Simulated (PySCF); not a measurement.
C10H10S2, SMILES c1sc(c(C)c1)-c1c(ccs1)C, GFN2-xTB optimised geometry.

```
22

C     -1.55    -2.32     0.02
C     -0.12    -1.91     0.01
C      0.92    -2.87     0.00
C      2.16    -2.33    -0.01
S      2.11    -0.62    -0.02
C      0.36    -0.62     0.00
C     -0.36     0.62     0.00
S     -2.11     0.62     0.00
C     -2.16     2.33     0.00
C     -0.92     2.87     0.00
C      0.12     1.91     0.00
C      1.55     2.32     0.00
H     -1.63    -3.40     0.03
H     -2.07    -1.94    -0.86
H     -2.06    -1.92     0.90
H      0.74    -3.93     0.01
H      3.11    -2.83    -0.02
H     -3.11     2.83     0.00
H     -0.74     3.93     0.00
H      2.07     1.94    -0.88
H      1.63     3.40     0.01
H      2.07     1.92     0.88
```

Density from B3LYP/def2-SVP (PySCF) at that geometry.

Minimum of the electron density along straight lines between bonded atoms, close to the bond critical point (lines longer than 1.1 times the sum of covalent radii, or with two minima, are not listed):

| bond | length / Å | ρ at the minimum / e bohr⁻³ | ∇²ρ there / e bohr⁻⁵ | position (fraction from the first atom) |
|---|---|---|---|---|
| C1–C2 | 1.492 | 0.258 | -0.61 | 0.49 |
| C2–C3 | 1.413 | 0.299 | -0.74 | 0.50 |
| C3–C4 | 1.356 | 0.327 | -0.84 | 0.49 |
| C4–S5 | 1.714 | 0.220 | -0.49 | 0.47 |
| C2–C6 | 1.381 | 0.312 | -0.76 | 0.49 |
| S5–C6 | 1.750 | 0.205 | -0.41 | 0.53 |
| C6–C7 | 1.431 | 0.285 | -0.69 | 0.50 |
| C7–S8 | 1.750 | 0.205 | -0.41 | 0.47 |
| S8–C9 | 1.714 | 0.220 | -0.49 | 0.53 |
| C9–C10 | 1.356 | 0.327 | -0.84 | 0.51 |
| C7–C11 | 1.381 | 0.312 | -0.76 | 0.51 |
| C10–C11 | 1.413 | 0.299 | -0.74 | 0.50 |
| C11–C12 | 1.492 | 0.258 | -0.61 | 0.51 |
| C1–H13 | 1.087 | 0.278 | -1.02 | 0.63 |
| C1–H14 | 1.090 | 0.276 | -1.01 | 0.63 |
| C1–H15 | 1.090 | 0.276 | -1.01 | 0.63 |
| C3–H16 | 1.076 | 0.284 | -1.09 | 0.63 |
| C4–H17 | 1.072 | 0.286 | -1.12 | 0.64 |
| C9–H18 | 1.072 | 0.286 | -1.12 | 0.64 |
| C10–H19 | 1.076 | 0.284 | -1.09 | 0.63 |
| C12–H20 | 1.090 | 0.276 | -1.01 | 0.63 |
| C12–H21 | 1.087 | 0.278 | -1.02 | 0.63 |
| C12–H22 | 1.090 | 0.276 | -1.01 | 0.63 |
